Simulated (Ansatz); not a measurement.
Ansatz (a quantum-chemistry and plane-wave program) job for B(Br)2(OH) (BBr2HO), SMILES OB(Br)Br, PBE/def2-SVPD. Coordinates come from a PBE0-D3(BJ)/def2-SVP optimisation. The values are those of a single conformer.

Ansatz 0.2 input:
```yaml
crystal:
  periodic: [false, false, false]
  atoms:
    - {symbol: B, position_ang: [0.64821256, -0.01046822, 0.00000000]}
    - {symbol: Br, position_ang: [-0.32107171, 1.65411716, 0.00000000]}
    - {symbol: Br, position_ang: [-0.29320865, -1.66923014, 0.00000000]}
    - {symbol: O, position_ang: [1.98422703, -0.03293862, 0.00000000]}
    - {symbol: H, position_ang: [2.38493344, 0.84480443, 0.00000000]}
basis:
  gaussian:
    orbitals: def2-SVPD
hamiltonian:
  xc: {name: PBE}
```

It prints:

```
WARN ansatz: RAYON_NUM_THREADS=1 ignored (pool sized by the plan → 1); use --threads N
Functional definition: PBE
integrals: 0.08 GiB planned
1286 factors; their error is unknown
mean field: 0.44 GiB planned
mean field evaluation 1: about -142787.2518 eV, gradient 5.6e1 eV
mean field evaluation 2: about -142752.7552 eV, gradient 1.4e2 eV
mean field evaluation 4: about -142792.7100 eV, gradient 1.0e1 eV
mean field evaluation 8: about -142792.9860 eV, gradient 1.0e-1 eV
mean field evaluation 16: about -142792.9333 eV, gradient 1.1e-4 eV
mean field -142792.93331324 eV, -5247.5435107352 hartree, gradient 1.6e-5 eV, S^2 0.000000; 0 other end points of the search recorded, 0 dependent functions left out
reference -142792.93336543 eV, -5247.5435126532 hartree; 42, 42 occupied and 91, 91 virtual orbitals, 1286 factors
Total energy: -142792.93336543 eV, -5247.5435126532 hartree
```

The calculation finished and met its thresholds.
